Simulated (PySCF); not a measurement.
Compound: C6H13OP.
Numbering: `[CH3:1][C@@H:2]1[CH2:3][CH2:4][P@@H:5](=[O:6])[C@@H:7]1[CH3:8]` (hydrogens: H9, H10, H11 on C1; H12 on C2; H13, H14 on C3; H15, H16 on C4; H17 on P5; H18 on C7; H19, H20, H21 on C8)

The same species was optimised twice, with GFN2-xTB and with PBE0-D3(BJ)/def2-SVP (PySCF), and the same property calculations (PySCF, gas phase) were run on both structures.

```csv
coordinate,GFN2-xTB,PBE0-D3(BJ)/def2-SVP,change
P5=O6 (Å),1.465,1.495,+0.030
C2–C7 (Å),1.539,1.545,+0.006
C1–C2 (Å),1.523,1.519,-0.004
C3–C4 (Å),1.525,1.528,+0.003
P5–C7 (Å),1.848,1.851,+0.003
C2–C3 (Å),1.533,1.535,+0.002
C7–C8 (Å),1.522,1.524,+0.002
C4–P5 (Å),1.839,1.840,+0.001
C2–C7–P5 (°),101.9,103.1,+1.2
C1–C2–C3 (°),112.6,113.7,+1.1
C3–C4–P5 (°),104.6,105.7,+1.1
C4–P5–O6 (°),116.1,117.0,+0.9
C1–C2–C7 (°),114.0,114.9,+0.9
C4–P5–C7 (°),96.5,95.7,-0.8
O6–P5–C7 (°),117.2,117.9,+0.7
C2–C3–C4 (°),106.8,107.5,+0.7
```

Rotational constants: A = 2643, B = 1384, C = 1131 MHz (GFN2-xTB) against A = 2621, B = 1357, C = 1114 MHz (PBE0-D3(BJ)/def2-SVP). Point groups within 0.08 Å: C1 and C1.

On the GFN2-xTB structure: HOMO (eV) -7.30 [PBE0/pcSseg-1]; LUMO (eV) 0.85 [PBE0/pcSseg-1]; dipole (D) 4.33 [PBE0/pcSseg-1]; GIAO shielding of C1 (ppm) 168.8 [PBE0/pcSseg-1]; GIAO shielding of C2 (ppm) 148.1 [PBE0/pcSseg-1]; GIAO shielding of C3 (ppm) 155.3 [PBE0/pcSseg-1]; GIAO shielding of C4 (ppm) 153.8 [PBE0/pcSseg-1]; GIAO shielding of P5 (ppm) 282.6 [PBE0/pcSseg-1]; GIAO shielding of O6 (ppm) 224.5 [PBE0/pcSseg-1]; GIAO shielding of C7 (ppm) 146.7 [PBE0/pcSseg-1]; GIAO shielding of C8 (ppm) 177.4 [PBE0/pcSseg-1].

Task: What do these properties become on the PBE0-D3(BJ)/def2-SVP structure?

Result: 
| property | level | on GFN2-xTB | on PBE0-D3(BJ)/def2-SVP | change |
| --- | --- | --- | --- | --- |
| HOMO (eV) | PBE0/pcSseg-1 | -7.30 | -7.32 | -0.02 |
| LUMO (eV) | PBE0/pcSseg-1 | 0.85 | 0.81 | -0.04 |
| dipole (D) | PBE0/pcSseg-1 | 4.33 | 4.44 | +0.11 |
| energy, GFN2-xTB geometry as zero (kcal/mol) | PBE0/pcSseg-1 | 0.0 | -1.8 | -1.8 |
| GIAO shielding of C1 (ppm) | PBE0/pcSseg-1 | 168.8 | 167.1 | -1.7 |
| GIAO shielding of C2 (ppm) | PBE0/pcSseg-1 | 148.1 | 147.8 | -0.3 |
| GIAO shielding of C3 (ppm) | PBE0/pcSseg-1 | 155.3 | 153.4 | -1.9 |
| GIAO shielding of C4 (ppm) | PBE0/pcSseg-1 | 153.8 | 152.7 | -1.1 |
| GIAO shielding of P5 (ppm) | PBE0/pcSseg-1 | 282.6 | 276.0 | -6.6 |
| GIAO shielding of O6 (ppm) | PBE0/pcSseg-1 | 224.5 | 214.4 | -10.1 |
| GIAO shielding of C7 (ppm) | PBE0/pcSseg-1 | 146.7 | 145.3 | -1.4 |
| GIAO shielding of C8 (ppm) | PBE0/pcSseg-1 | 177.4 | 175.0 | -2.4 |

The heavy atoms differ by 0.022 Å rms after alignment. Among bonds between heavy atoms P5=O6 changes most (+0.030 Å). Changes are differences of the printed values. Neither structure is proved a minimum here.
